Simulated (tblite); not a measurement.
A geometry optimisation, step by step.

C5H13FOSi2.
Atom-mapped SMILES: `[CH3:1][CH2:2][O:3][SiH2:4][CH2:5]/[C:6]([SiH3:7])=[CH:8]/[F:9]` (hydrogens: H10, H11, H12 on C1; H13, H14 on C2; H15, H16 on Si4; H17, H18 on C5; H19, H20, H21 on Si7; H22 on C8)

Computed with GFN2-xTB (tblite), gas phase: L-BFGS steps from a force-field or distance-geometry start until the largest atomic force falls under 0.01 eV/Å. 5 of its 108 geometries are shown.

Step 0: E = -805.6468 eV, largest atomic force 1.379 eV/Å
```
atom  x, y, z in Å  |  force x, y, z in eV/Å
C1     -3.445    1.108    0.357   -0.851   0.399  -0.422
C2     -2.503    0.198    1.090    0.369  -0.171  -0.007
O3     -1.437   -0.169    0.215    0.258  -0.461   0.752
Si4    -0.245   -1.170    0.762   -0.571   0.402   0.826
C5      1.156   -1.400   -0.469    0.157   0.252  -1.347
C6      1.896   -0.143   -0.900   -0.463  -0.439  -0.372
Si7     3.207    0.516    0.253    0.582   0.392   0.710
C8      1.661    0.447   -2.074   -0.465  -0.835   0.424
F9      2.312    1.539   -2.498    0.225   0.252   0.117
H10    -2.936    2.006    0.011    0.052  -0.058   0.067
H11    -4.285    1.413    1.002    0.385  -0.164  -0.185
H12    -3.863    0.607   -0.525    0.143   0.072   0.252
H13    -3.045   -0.699    1.443    0.318   0.175  -0.140
H14    -2.093    0.719    1.973   -0.007  -0.221  -0.195
H15    -0.852   -2.487    1.082    0.137   0.183  -0.113
H16     0.288   -0.616    2.050   -0.122  -0.149  -0.398
H17     1.867   -2.134   -0.077   -0.139   0.300   0.117
H18     0.715   -1.879   -1.363    0.160   0.199   0.178
H19     2.786    1.828    0.816    0.118  -0.308  -0.199
H20     4.512    0.639   -0.440   -0.319  -0.004   0.103
H21     3.366   -0.436    1.386   -0.054   0.192  -0.307
H22     0.927    0.130   -2.814    0.087  -0.008   0.138
```

Step 27: E = -805.8387 eV, largest atomic force 0.091 eV/Å
```
atom  x, y, z in Å  |  force x, y, z in eV/Å
C1     -3.363    1.104    0.251    0.074  -0.043   0.032
C2     -2.458    0.210    1.092   -0.033   0.024   0.002
O3     -1.308   -0.173    0.378   -0.045  -0.001   0.040
Si4    -0.168   -1.195    0.906   -0.037  -0.042  -0.061
C5      1.058   -1.416   -0.535   -0.059   0.005   0.062
C6      1.813   -0.180   -0.874    0.060   0.042   0.029
Si7     3.138    0.526    0.277    0.036   0.003   0.017
C8      1.591    0.448   -2.016   -0.014   0.036  -0.016
F9      2.257    1.587   -2.326    0.003   0.013  -0.026
H10    -2.822    1.985   -0.085    0.014  -0.046   0.020
H11    -4.211    1.418    0.857    0.037  -0.011  -0.059
H12    -3.729    0.567   -0.621    0.047   0.004   0.031
H13    -3.009   -0.690    1.397    0.052   0.049  -0.004
H14    -2.153    0.739    2.004   -0.009  -0.028  -0.059
H15    -0.766   -2.501    1.225    0.013   0.002   0.003
H16     0.491   -0.690    2.115    0.005   0.022  -0.003
H17     1.758   -2.194   -0.237    0.011   0.002   0.065
H18     0.528   -1.783   -1.414   -0.051  -0.002  -0.056
H19     2.727    1.832    0.793   -0.029   0.013  -0.008
H20     4.376    0.660   -0.495   -0.001  -0.006   0.034
H21     3.335   -0.404    1.392    0.001  -0.034  -0.012
H22     0.904    0.168   -2.801   -0.075  -0.002  -0.031
```

Step 54: E = -805.8590 eV, largest atomic force 0.054 eV/Å
```
atom  x, y, z in Å  |  force x, y, z in eV/Å
C1     -3.255    1.092    0.174    0.016  -0.013   0.017
C2     -2.430    0.222    1.110    0.016  -0.007  -0.007
O3     -1.282   -0.230    0.445    0.008   0.002  -0.036
Si4    -0.134   -1.240    0.963   -0.003  -0.015  -0.024
C5      1.026   -1.409   -0.535   -0.008   0.013   0.020
C6      1.761   -0.158   -0.877    0.027   0.018   0.043
Si7     3.100    0.513    0.281    0.001  -0.004  -0.004
C8      1.478    0.498   -1.990   -0.012   0.001   0.021
F9      2.125    1.644   -2.319   -0.026  -0.015   0.015
H10    -2.675    1.956   -0.142    0.007  -0.012   0.007
H11    -4.152    1.431    0.684   -0.013   0.011  -0.015
H12    -3.537    0.524   -0.709   -0.006   0.000   0.007
H13    -3.016   -0.643    1.444    0.000   0.032   0.003
H14    -2.133    0.793    1.998   -0.005  -0.019  -0.013
H15    -0.683   -2.561    1.304   -0.015   0.017  -0.006
H16     0.546   -0.712    2.148    0.016   0.008   0.019
H17     1.745   -2.190   -0.290    0.028  -0.004   0.025
H18     0.455   -1.754   -1.398   -0.020  -0.008  -0.039
H19     2.670    1.798    0.840    0.010  -0.030  -0.012
H20     4.351    0.680   -0.466   -0.040  -0.007   0.015
H21     3.287   -0.470    1.355    0.019   0.026  -0.034
H22     0.741    0.234   -2.738    0.000   0.006  -0.003
```

Step 80: E = -805.8740 eV, largest atomic force 0.038 eV/Å
```
atom  x, y, z in Å  |  force x, y, z in eV/Å
C1     -3.132    1.116    0.058    0.010   0.000  -0.008
C2     -2.353    0.256    1.042   -0.019  -0.001   0.000
O3     -1.240   -0.298    0.396   -0.012  -0.006   0.013
Si4    -0.134   -1.320    0.975   -0.005  -0.004  -0.001
C5      1.066   -1.487   -0.491   -0.012   0.007   0.025
C6      1.687   -0.170   -0.811    0.022   0.014   0.014
Si7     3.094    0.505    0.258    0.004   0.000   0.000
C8      1.228    0.553   -1.819    0.010   0.010  -0.007
F9      1.747    1.774   -2.099    0.007   0.017  -0.012
H10    -2.512    1.942   -0.280    0.002   0.008  -0.017
H11    -4.030    1.510    0.526    0.018   0.003   0.029
H12    -3.416    0.520   -0.805   -0.001  -0.009  -0.007
H13    -2.986   -0.551    1.431   -0.004   0.005  -0.003
H14    -2.014    0.858    1.894   -0.018  -0.009  -0.011
H15    -0.716   -2.619    1.339   -0.001   0.013  -0.022
H16     0.534   -0.766    2.156    0.011  -0.012   0.034
H17     1.834   -2.206   -0.217    0.018  -0.004   0.008
H18     0.538   -1.880   -1.361   -0.017  -0.002  -0.014
H19     2.679    1.723    0.958   -0.023  -0.001  -0.022
H20     4.244    0.792   -0.602    0.000  -0.009   0.009
H21     3.433   -0.529    1.241    0.020  -0.005  -0.019
H22     0.436    0.297   -2.509   -0.012  -0.013   0.011
```

Step 107: E = -805.8789 eV, largest atomic force 0.008 eV/Å
```
atom  x, y, z in Å  |  force x, y, z in eV/Å
C1     -3.096    1.125    0.021    0.001   0.001   0.001
C2     -2.354    0.261    1.029   -0.001   0.003  -0.002
O3     -1.221   -0.295    0.420    0.000  -0.003   0.001
Si4    -0.142   -1.348    0.993   -0.001  -0.004   0.001
C5      1.079   -1.488   -0.458   -0.001   0.000   0.004
C6      1.678   -0.163   -0.787    0.000  -0.001   0.004
Si7     3.116    0.518    0.234   -0.002   0.000   0.000
C8      1.169    0.563   -1.769   -0.002   0.002  -0.004
F9      1.657    1.792   -2.068    0.007   0.003   0.002
H10    -2.436    1.902   -0.354   -0.002   0.000   0.003
H11    -3.961    1.585    0.490    0.002   0.000  -0.002
H12    -3.427    0.516   -0.817    0.004   0.002   0.002
H13    -3.003   -0.542    1.398    0.003   0.002   0.001
H14    -2.040    0.863    1.890   -0.003  -0.002   0.000
H15    -0.755   -2.650    1.287   -0.002  -0.001   0.001
H16     0.510   -0.858    2.212   -0.002  -0.001   0.002
H17     1.861   -2.191   -0.177    0.003   0.000   0.002
H18     0.563   -1.896   -1.328    0.001  -0.002  -0.001
H19     2.688    1.708    0.974   -0.002   0.000  -0.004
H20     4.225    0.851   -0.661   -0.003   0.004  -0.001
H21     3.530   -0.531    1.172    0.000  -0.002  -0.002
H22     0.347    0.297   -2.420   -0.001  -0.001  -0.005
```

Q: Summarise the path.

A: The energy falls by 22.39 kJ/mol from step 0 to step 107; nine tenths of that is first reached at step 46. It falls at every step. The largest force goes from 1.379 to 0.008 eV/Å. Among the bonds O3–Si4 changes most, from 1.649 to 1.613 Å; the atoms move by 0.415 Å rms after alignment.

Q: Follow the three bonds and two angles with the largest change from start to end.

A: 
```tsv
step	E above end (kJ/mol)	largest force (eV/Å)	O3–Si4 (Å)	Si4–H16 (Å)	C5–C6 (Å)	O3–Si4–C5 (°)	C2–O3–Si4 (°)
0	22.39	1.379	1.649	1.499	1.522	113.3	119.5
5	9.38	0.179	1.622	1.462	1.497	112.0	122.3
9	8.11	0.129	1.621	1.471	1.488	110.8	121.8
14	6.97	0.115	1.619	1.468	1.492	109.9	122.4
19	5.58	0.114	1.620	1.464	1.488	108.3	123.5
23	4.52	0.112	1.620	1.470	1.492	107.3	125.1
28	3.69	0.095	1.619	1.466	1.489	106.0	125.6
33	2.98	0.095	1.615	1.470	1.492	105.1	126.9
37	2.70	0.051	1.615	1.465	1.491	104.5	126.6
42	2.41	0.059	1.614	1.469	1.490	104.3	127.6
47	2.18	0.062	1.615	1.465	1.491	104.2	127.8
51	2.03	0.032	1.614	1.467	1.491	103.8	129.0
56	1.82	0.041	1.614	1.465	1.492	103.6	129.0
60	1.67	0.040	1.615	1.468	1.491	103.3	129.1
65	1.39	0.058	1.614	1.466	1.491	103.1	129.0
70	1.03	0.062	1.614	1.469	1.490	102.4	129.4
74	0.80	0.064	1.613	1.466	1.492	102.6	128.7
79	0.50	0.051	1.614	1.467	1.490	102.3	129.0
84	0.33	0.052	1.614	1.467	1.491	102.3	129.0
88	0.25	0.038	1.614	1.467	1.491	102.2	129.2
93	0.18	0.025	1.614	1.467	1.491	102.1	129.5
98	0.11	0.030	1.614	1.467	1.490	101.9	129.6
102	0.02	0.026	1.613	1.468	1.491	101.8	130.3
107	0.00	0.008	1.613	1.467	1.491	101.9	130.2
```

The cost below is that of the whole relaxation. On Intel Xeon at 2.60 GHz, one thread, on a shared host, this took 1.3 s wall.
